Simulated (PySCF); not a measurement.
Structure problem from calculated spectra and properties.

Formula: GeCl4.

| Property | Result |
| --- | --- |
| Polarisability | 83.1 au [PBE0/def2-SVPD] |
| XPS | Cl2p3/2 206.7 (×4), Cl1s 2829.3 (×4) eV [ΔSCF SCAN, pcX-2 on the ionised atom, pcseg-1 elsewhere, spin-free X2C, 2p3/2 from a spin–orbit splitting computed afterwards within the 2p shell] |
| UV, first state | lowest singlet excitation: 5.75 eV (216 nm, f = 0.000 summed over 3 states within 0.01 eV) [TDDFT PBE0/def2-SVPD] |
| Triplet | lowest triplet excitation (Tamm–Dancoff): 5.37 eV [TDA PBE0/def2-SVPD] |
| UV, strongest line | among the 15 lowest singlet transitions: S4/S5/S6 at 6.45 eV (192 nm, f = 0.193 summed over these states) [TDDFT PBE0/def2-SVPD] |
| Dipole | 0.00 D by symmetry (numerical residue 0.01 D) [PBE0/def2-SVPD] |
| Rotational structure | rotational constants A, B, C: 1.202, 1.201, 1.197 GHz [PBE0-D3(BJ)/def2-SVP] |

Gas-phase values; electronic properties from PySCF, density fitting. Levels stand in brackets. Isolated species at its PBE0-D3(BJ)/def2-SVP geometry, gas phase. The calculation (core ionisation apart) is non-relativistic and has no spin–orbit coupling, an omission that weighs most on germanium.

Question: Propose a structure and show how it fits.

Answer: The core levels belong to: Cl2p3/2 206.7 eV, chlorine bonded to Ge; Cl1s 2829.3 eV, chlorine bonded to Ge. No core level of Ge was computed. The vanishing dipole is forced by symmetry. The optimised geometry has point group Td and is a spherical top (the spread among constants that symmetry makes equal is optimisation noise). Structure: `[Cl][Ge]([Cl])([Cl])[Cl]`. The assignments are read from this structure; whether some other isomer fits the data as well wasn't checked.
